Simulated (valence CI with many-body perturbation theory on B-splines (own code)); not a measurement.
# E1 transitions of W⁵⁹⁺

Level of theory: valence CI with perturbative core correlation (CI+MBPT): five valence electrons over a frozen Dirac-Fock core [Ne], radial functions for each j: 11 s, 11 p, 10 d, 8 f, 5 g, 2 h, with the one-electron correlation potential Σ1 (screened to all orders), the two-electron term Σ2, the three-electron term Σ3, Breit, model QED; selected single and double excitations, second order for the rest, scaled by the run's own slope (own B-spline code, finite nucleus).

The last digits are not significant, and no measured levels were compared; by estimate large intervals hold to a few tenths of a per cent, small ones and those within an open d or f shell to about a per cent. Among the levels kept, up to 3200 cm⁻¹ of a level comes from second order outside the variational space, and about a tenth of that is noise between levels of different J, which matters for small intervals.

Lines 101 to 150 of 549 in falling wavelength, among levels below 1356.2 eV, chosen from the strongest by gf and those to the six lowest levels. Wavelengths and rates use the calculated energies. Electric multipoles are in the length gauge, E1 and E2 with the static RPA response of the core. Weak lines are less certain than strong ones. Lines between different terms over intervals too small for the method are left out, as are lines whose strength nearly cancels. The highest levels of a list are the least certain.

Levels are named by their leading jj configuration (3d3/2^4 stands for four electrons in 3d with j = 3/2), which in mixed levels can hold well under half, so a name can repeat and another be missing. Letters in brackets count levels of one name in rising energy.

```tsv
λ vac (Å)	Upper	Lower	A (s⁻¹)	S (a.u.)
43.42	(3s 3p1/2^2 3d3/2 3d5/2) J=7/2 [b]	(3s^2 3p1/2 3d3/2^2) J=5/2	2.32e+10	7.50e-03
42.18	(3s^2 3p1/2 3p3/2 3d5/2) J=3/2 [a]	(3s^2 3p1/2 3p3/2^2) J=1/2	1.82e+09	2.70e-04
41.77	(3s^2 3p1/2 3p3/2 3d5/2) J=7/2 [a]	(3s^2 3p1/2 3p3/2^2) J=5/2	1.02e+09	2.93e-04
41.27	(3s 3p1/2^2 3d5/2^2) J=5/2	(3s 3p1/2^2 3p3/2 3d5/2) J=3/2 [b]	5.85e+10	1.22e-02
41.15	(3s^2 3p3/2 3d5/2^2) J=7/2	(3s^2 3p3/2^2 3d5/2) J=5/2 [a]	4.77e+10	1.31e-02
40.87	(3s 3p1/2^2 3p3/2 3d5/2) J=3/2 [a]	(3s 3p1/2^2 3p3/2^2) J=3/2	5.45e+10	7.34e-03
40.85	(3s 3p1/2^2 3d5/2^2) J=9/2	(3s 3p1/2^2 3p3/2 3d5/2) J=7/2 [b]	6.14e+10	2.06e-02
40.41	(3s^2 3p1/2 3d5/2^2) J=3/2	(3s^2 3p1/2 3p3/2 3d5/2) J=1/2	1.32e+11	1.72e-02
40.22	(3s 3p1/2^2 3d5/2^2) J=7/2	(3s 3p1/2^2 3p3/2 3d5/2) J=5/2 [b]	2.87e+11	7.38e-02
40.08	(3s^2 3p1/2 3p3/2 3d5/2) J=3/2 [a]	(3s^2 3p1/2 3p3/2^2) J=5/2	2.07e+10	2.63e-03
39.91	(3s^2 3p1/2 3d5/2^2) J=7/2	(3s^2 3p1/2 3p3/2 3d5/2) J=5/2 [b]	3.93e+11	9.87e-02
39.88	(3s^2 3p1/2 3d5/2^2) J=9/2	(3s^2 3p1/2 3p3/2 3d5/2) J=7/2 [b]	3.28e+11	1.03e-01
39.85	(3s 3p1/2 3p3/2^2 3d5/2) J=3/2 [a]	(3s 3p1/2 3p3/2^3) J=5/2	5.72e+10	7.15e-03
39.82	(3s^2 3p1/2 3d5/2^2) J=5/2	(3s^2 3p1/2 3p3/2 3d5/2) J=3/2 [b]	1.34e+11	2.51e-02
39.74	(3s 3p1/2^2 3d3/2 3d5/2) J=3/2 [b]	(3s 3p1/2^2 3p3/2 3d3/2) J=1/2 [b]	6.43e+10	7.96e-03
39.74	(3s 3p1/2 3p3/2^2 3d5/2) J=7/2 [b]	(3s 3p1/2 3p3/2^3) J=5/2	3.02e+10	7.47e-03
39.68	(3s 3p1/2^2 3d5/2^2) J=3/2	(3s 3p1/2^2 3p3/2 3d5/2) J=3/2 [b]	9.90e+10	1.22e-02
39.63	(3s^2 3p1/2 3p3/2 3d5/2) J=5/2 [a]	(3s^2 3p1/2 3p3/2^2) J=5/2	9.69e+10	1.79e-02
39.51	(3s^2 3p3/2 3d3/2 3d5/2) J=7/2 [a]	(3s^2 3p3/2^2 3d3/2) J=7/2	2.69e+10	6.54e-03
39.42	(3s 3p1/2^2 3d5/2^2) J=3/2	(3s 3p1/2^2 3p3/2 3d5/2) J=5/2 [b]	6.15e+10	7.44e-03
39.37	(3s^2 3p1/2 3d3/2 3d5/2) J=7/2 [a]	(3s^2 3p1/2 3p3/2 3d3/2) J=7/2	5.34e+10	1.29e-02
39.32	(3s^2 3p3/2 3d3/2 3d5/2) J=3/2 [a]	(3s^2 3p3/2^2 3d3/2) J=1/2	6.31e+10	7.57e-03
39.17	(3s 3p1/2^2 3d3/2 3d5/2) J=7/2 [b]	(3s 3p1/2^2 3p3/2 3d3/2) J=5/2 [b]	1.79e+11	4.26e-02
39.14	(3s^2 3p3/2 3d3/2 3d5/2) J=5/2 [b]	(3s^2 3p3/2^2 3d3/2) J=3/2 [a]	7.81e+10	1.39e-02
39.12	(3s^2 3p3/2 3d3/2 3d5/2) J=3/2 [a]	(3s^2 3p3/2^2 3d3/2) J=3/2 [a]	6.58e+10	7.77e-03
38.92	(3s 3p1/2^2 3d3/2 3d5/2) J=1/2	(3s 3p1/2^2 3p3/2 3d3/2) J=1/2 [b]	1.85e+11	1.07e-02
38.79	(3s 3p1/2^2 3d5/2^2) J=3/2	(3s 3p1/2^2 3p3/2 3d5/2) J=1/2	1.30e+11	1.49e-02
38.76	(3s^2 3p1/2 3d3/2 3d5/2) J=5/2 [b]	(3s^2 3p1/2 3p3/2 3d3/2) J=3/2 [b]	2.10e+11	3.63e-02
38.74	(3s^2 3p1/2 3d5/2^2) J=5/2	(3s^2 3p1/2 3p3/2 3d5/2) J=7/2 [b]	8.24e+10	1.42e-02
38.67	(3s 3p1/2^2 3d5/2^2) J=9/2	(3s 3p1/2^2 3p3/2 3d5/2) J=7/2 [a]	2.36e+11	6.73e-02
38.64	(3s 3p1/2^2 3d3/2 3d5/2) J=5/2 [b]	(3s 3p1/2^2 3p3/2 3d3/2) J=3/2 [b]	1.21e+11	2.06e-02
38.63	(3s^2 3p3/2 3d3/2 3d5/2) J=5/2 [b]	(3s^2 3p3/2^2 3d3/2) J=5/2	7.23e+10	1.23e-02
38.62	(3s^2 3p3/2 3d5/2^2) J=11/2	(3s^2 3p3/2^2 3d5/2) J=9/2	2.32e+11	7.93e-02
38.61	(3s^2 3p1/2 3p3/2 3d5/2) J=3/2 [a]	(3s^2 3p1/2 3p3/2^2) J=3/2	1.58e+11	1.79e-02
38.51	(3s^2 3p3/2 3d3/2 3d5/2) J=5/2 [b]	(3s^2 3p3/2^2 3d3/2) J=7/2	4.22e+10	7.14e-03
38.47	(3s 3p1/2^2 3d5/2^2) J=7/2	(3s 3p1/2^2 3p3/2 3d5/2) J=7/2 [b]	1.15e+11	2.59e-02
38.46	(3s^2 3p3/2 3d3/2 3d5/2) J=7/2 [b]	(3s^2 3p3/2^2 3d3/2) J=7/2	1.68e+11	3.78e-02
38.35	(3s 3p1/2 3p3/2^2 3d5/2) J=3/2 [b]	(3s 3p1/2 3p3/2^3) J=5/2	9.13e+10	1.02e-02
38.32	(3s 3p1/2 3p3/2^2 3d5/2) J=5/2 [a]	(3s 3p1/2 3p3/2^3) J=3/2 [a]	6.27e+10	1.05e-02
38.26	(3s^2 3p1/2^2 3d5/2) J=5/2	(3s^2 3p1/2^2 3p3/2) J=3/2	2.35e+11	3.91e-02
38.25	(3s 3p1/2^2 3p3/2 3d5/2) J=5/2 [a]	(3s 3p1/2^2 3p3/2^2) J=5/2	1.72e+11	2.85e-02
38.19	(3s^2 3p1/2 3p3/2 3d5/2) J=5/2 [a]	(3s^2 3p1/2 3p3/2^2) J=3/2	5.60e+10	9.24e-03
38.03	(3s 3p1/2^2 3p3/2 3d5/2) J=1/2	(3s 3p1/2^2 3p3/2^2) J=1/2	2.94e+11	1.59e-02
37.89	(3s^2 3p1/2 3d3/2 3d5/2) J=7/2 [a]	(3s^2 3p1/2 3p3/2 3d3/2) J=5/2 [a]	2.14e+11	4.59e-02
37.85	(3s 3p1/2^2 3d3/2 3d5/2) J=3/2 [b]	(3s 3p1/2^2 3p3/2 3d3/2) J=3/2 [b]	1.32e+11	1.41e-02
37.84	(3s^2 3p1/2 3p3/2 3d5/2) J=3/2 [b]	(3s^2 3p1/2 3p3/2^2) J=1/2	2.62e+11	2.81e-02
37.84	(3s 3p1/2 3p3/2^2 3d5/2) J=1/2 [c]	(3s 3p1/2 3p3/2^3) J=3/2 [b]	1.91e+11	1.02e-02
37.82	(3s^2 3p1/2 3d3/2 3d5/2) J=5/2 [a]	(3s^2 3p1/2 3p3/2 3d3/2) J=3/2 [a]	1.63e+11	2.61e-02
37.80	(3s 3p1/2 3p3/2^2 3d5/2) J=5/2 [c]	(3s 3p1/2 3p3/2^3) J=5/2	5.81e+10	9.29e-03
37.76	(3s^2 3p3/2 3d3/2 3d5/2) J=3/2 [b]	(3s^2 3p3/2^2 3d3/2) J=3/2 [b]	3.12e+11	3.31e-02
```
